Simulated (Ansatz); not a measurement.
Ansatz (an electronic-structure program) input:

Ansatz 0.2 input:
```yaml
crystal:
  periodic: [false, false, false]
  atoms:
    - {symbol: C, position_ang: [-1.94808577, 0.30992349, 0.25039090]}
    - {symbol: C, position_ang: [-1.60833114, -1.01390783, 0.29982029]}
    - {symbol: O, position_ang: [-0.28205442, -1.19551479, 0.12719660]}
    - {symbol: C, position_ang: [0.28839434, 0.05583041, -0.04452519]}
    - {symbol: C, position_ang: [-0.72164795, 0.96129621, 0.03069121]}
    - {symbol: C, position_ang: [1.72299767, 0.11043983, -0.24965494]}
    - {symbol: O, position_ang: [2.34567803, 1.13485397, -0.41206110]}
    - {symbol: H, position_ang: [-2.93176031, 0.73223706, 0.35733477]}
    - {symbol: H, position_ang: [-2.19178052, -1.90678239, 0.44708210]}
    - {symbol: H, position_ang: [2.21458903, -0.88166084, -0.24583456]}
basis:
  gaussian:
    orbitals: def2-TZVPD
hamiltonian:
  xc: {name: BLYP}
magnetization: {spin_polarized: true, initial_magnetization: 1}
output: {forces: true}
```

Q: Predict the final energy.

A: -342.70442 Eh (BLYP/def2-TZVPD). The basis has 292 functions.

It need not be the lowest isomer of its formula.
